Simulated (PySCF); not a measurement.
Job file and geometry (Å, from GFN2-xTB) of an NMR shielding run on `InChI=1S/C6H11OP/c1-7-6-4-3-5-8(6)2/h4H,3,5H2,1-2H3`, GIAO PBE0/pcSseg-1 NMR shielding, non-relativistic, gas phase (PySCF 2.14.0, density-fitted response routines); density fitting, a coarse starting grid and PySCF grid level 2 are the driver's defaults:

```
$ OMP_NUM_THREADS=1 python probes_run.py task.json out

{"job": {"kind": "nmr", "xc": "PBE0", "basis": "pcSseg-1"}, "charge": 0, "multiplicity": 1}
C      2.839041     0.757765     0.204171
O      1.621035     0.787761     0.908645
C      0.610943     0.028196     0.419225
C      0.569868    -0.769803    -0.644293
C     -0.745612    -1.438141    -0.907991
C     -1.623104    -1.269148     0.340711
P     -0.948606     0.128569     1.383607
C     -1.674948     1.577909     0.470388
H      3.514784     1.426792     0.734032
H      2.707826     1.106953    -0.825595
H      3.258942    -0.253248     0.187971
H      1.388222    -0.940890    -1.325898
H     -1.220635    -0.983107    -1.783974
H     -0.602671    -2.496666    -1.138694
H     -2.671002    -1.090272     0.097592
H     -1.578500    -2.172616     0.953650
H     -1.128759     2.473975     0.758418
H     -2.715604     1.694229     0.768093
H     -1.611024     1.440992    -0.607520
```

Question: Write the output of this run.

Answer: 
```
coarse grid: 16048 points
cycle   1  E = -651.1328037981  dE =  1.035e+00  |g| = 5.539e-01  |ddm| = 3.975e+00
cycle   2  E = -651.1030891885  dE =  2.971e-02  |g| = 6.911e-01  |ddm| = 1.065e+00
cycle   3  E = -651.1981547379  dE = -9.507e-02  |g| = 9.513e-02  |ddm| = 6.201e-01
cycle   4  E = -651.1993662976  dE = -1.212e-03  |g| = 4.660e-02  |ddm| = 9.760e-02
cycle   5  E = -651.1998326660  dE = -4.664e-04  |g| = 1.210e-02  |ddm| = 5.483e-02
cycle   6  E = -651.1998673025  dE = -3.464e-05  |g| = 4.772e-03  |ddm| = 1.818e-02
cycle   7  E = -651.1998729490  dE = -5.646e-06  |g| = 9.243e-04  |ddm| = 5.386e-03
final grid: 149480 points
cycle   8  E = -651.2607548122  dE = -3.746e-05  |g| = 1.324e-02  |ddm| = 3.987e-02
cycle   9  E = -651.2607117528  dE =  4.306e-05  |g| = 1.986e-02  |ddm| = 2.429e-02
cycle  10  E = -651.2607903540  dE = -7.860e-05  |g| = 2.473e-03  |ddm| = 1.662e-02
cycle  11  E = -651.2607917672  dE = -1.413e-06  |g| = 3.832e-04  |ddm| = 2.634e-03
cycle  12  E = -651.2607917962  dE = -2.898e-08  |g| = 1.693e-04  |ddm| = 4.772e-04
cycle  13  E = -651.2607918026  dE = -6.442e-09  |g| = 3.940e-05  |ddm| = 1.649e-04
cycle  14  E = -651.2607918030  dE = -3.729e-10  |g| = 9.953e-06  |ddm| = 5.750e-05
converged SCF energy = -651.2607918030

GIAO shielding tensors (ppm)
atom      isotropic    diamagn.    paramagn.     s11        s22        s33       span
  0 C      128.637     245.372    -116.735     98.246    107.033    180.633     82.388
  1 O      224.640     398.046    -173.407    107.773    246.204    319.943    212.170
  2 C        9.125     259.797    -250.672    -75.223     36.249     66.349    141.572
  3 C       82.963     258.965    -176.003      4.440     92.721    151.727    147.288
  4 C      153.055     247.589     -94.535    123.727    156.654    178.783     55.056
  5 C      160.026     253.749     -93.723    140.336    165.207    174.536     34.199
  6 P      351.519     965.956    -614.436    267.161    349.437    437.960    170.798
  7 C      171.106     252.515     -81.409    155.911    171.001    186.407     30.496
  8 H       27.651      27.892      -0.240     23.504     25.754     33.696     10.192
  9 H       28.220      30.195      -1.975     25.088     25.855     33.716      8.627
 10 H       28.229      29.260      -1.030     25.125     25.570     33.993      8.868
 11 H       27.005      33.971      -6.966     23.943     26.771     30.300      6.358
 12 H       28.656      30.644      -1.987     24.828     26.471     34.671      9.843
 13 H       29.020      29.867      -0.848     23.944     27.319     35.795     11.851
 14 H       30.234      31.037      -0.803     26.426     27.852     36.423      9.997
 15 H       29.615      31.054      -1.439     24.092     27.835     36.918     12.826
 16 H       30.418      30.688      -0.271     25.736     28.477     37.040     11.305
 17 H       30.841      29.805       1.036     26.579     27.389     38.554     11.975
 18 H       30.405      32.182      -1.776     25.743     30.253     35.220      9.477
```

Size and cost of the density-fitted run: 198 basis functions, 41 s wall time on 1 thread of an Arm Neoverse V1, shared host; peak memory 0.88 GiB.
